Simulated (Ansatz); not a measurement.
F₆P− (`F[P-](F)(F)(F)(F)F`) at its PBE0-D4/def2-TZVPD geometry, where that method's forces vanish. The species carries charge -1 and has multiplicity 1.

```xyz
7

F    -1.2212   -1.0187    0.3009
P     0.0000    0.0000    0.0000
F     1.0052   -0.9600    0.8292
F    -0.3434    0.8125    1.3571
F    -1.0052    0.9600   -0.8292
F     0.3434   -0.8125   -1.3571
F     1.2212    1.0187   -0.3009
```

(1) What forces (eV/Å) does ωB97M-V/def2-TZVPPD give on these atoms in Ansatz? (Estimate.)

Answers

(1) The calculation gave: 
```
F1  -0.121 -0.101  0.030
P2   0.000  0.000  0.000
F3   0.100 -0.095  0.082
F4  -0.034  0.081  0.135
F5  -0.100  0.095 -0.082
F6   0.034 -0.081 -0.135
F7   0.121  0.101 -0.030
```
